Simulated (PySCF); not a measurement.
**Spinor energies of Mo³⁺ (molybdenum, charge +3)**

Start: [Kr] 4d3; 4d5/2 filled at m_j = +1/2, +3/2, +5/2. Calculated with PySCF 2.14 in x2c-TZVPall-2c with one added diffuse shell each of s, p, d type (9s10p8d1f, 86 functions): generalised Hartree-Fock with the X2C-1e Hamiltonian and a Gaussian nucleus; one run each with spin-orbit coupling (SO) switched off, then screened by Boettger's factors. This is a chosen level, not necessarily the ground level.

```tsv
spinor shell	electrons	ε, spin-free (eV)	ε, screened SO (eV)	weight of nominal j (screened SO)	rms radius, screened SO (bohr)
1s1/2	2	-20140.7	-20139.7	1.000	0.0404
2s1/2	2	-2948.8	-2948.6	1.000	0.166
2p1/2	2	-2633.2	-2706.7	1.000	0.145
2p3/2	4	-2633.2	-2598.8	1.000	0.149
3s1/2	2	-561.98	-561.95	1.000	0.456
3p1/2	2	-455.72	-468.34	1.000	0.455
3d3/2	4	-282.78	-284.78	0.979	0.451
3d5/2	6	-282.78	-281.45	0.986	0.455
4s1/2	2	-111.64	-111.65	1.000	1.17
4p3/2	4	-79.768	-78.477	0.875	1.31
4p1/2	2	-79.768	-82.533	0.750	1.29
4d5/2	3	-40.308	-40.260	0.754	1.72
```

(1) Where does 3p3/2 lie, and what is the 3p spin-orbit splitting (screened SO)?

```json
{"quantity": "E (hartree)", "spin-free": "-4044.20571", "screened SO": "-4044.67611"}
{"quantity": "M_J", "spin-free": "9/2", "screened SO": "9/2"}
{"quantity": "⟨J²⟩", "spin-free": "24.757", "screened SO": "24.756"}
{"quantity": "⟨L²⟩", "spin-free": "12.006", "screened SO": "12.106"}
{"quantity": "⟨S²⟩", "spin-free": "3.751", "screened SO": "3.726"}
```

Each row is a mean over spinors that exchange with the open shell spreads, by up to 7.907 eV (4p3/2).

Rows whose weight is well below 1 are mixtures of j = l ± 1/2: exchange outweighs spin-orbit coupling there, and the label is only the starting occupation.

Breit and QED terms are absent; they matter most for the inner s and p1/2 levels.

Densities and radii are taken from the X2C orbitals without a picture-change correction, which distorts them close to the nucleus.

Without spin-orbit coupling the j labels of p, d and f shells carry no meaning; the spin-free column gives the mean over the occupied spinors of each nl shell.

## Answers

(1) At -449.84 eV, 18.501 eV above 3p1/2.
